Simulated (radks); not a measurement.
Question: These are the eigenvalues of the occupied orbitals of an atom or ion with whole-number occupations (eV). Method: Dirac Kohn-Sham, revPBE, spin-unpolarised, spherical densities, point nucleus; computed with a radial shooting solver on a logarithmic mesh with Libxc functionals.

orbital  eigenvalue
1s1/2     -294.2667
2s1/2      -26.9965
3s1/2       -3.3014

Which element is it, and in what charge state? The configuration may be excited. Open shells, if any, fill j = l - 1/2 first.

Answer: Z = 6, carbon, charge 0: C in [He] 2s2 3s2. The list shows which subshells hold electrons but not how many an open one holds; the 1s level, -10.814 hartree, gives Z - s = 4.7 by -(Z - s)^2/2, which with screening and relativity narrows Z to a few neighbours, and the depths of the outer levels then fix element, charge and occupations together.
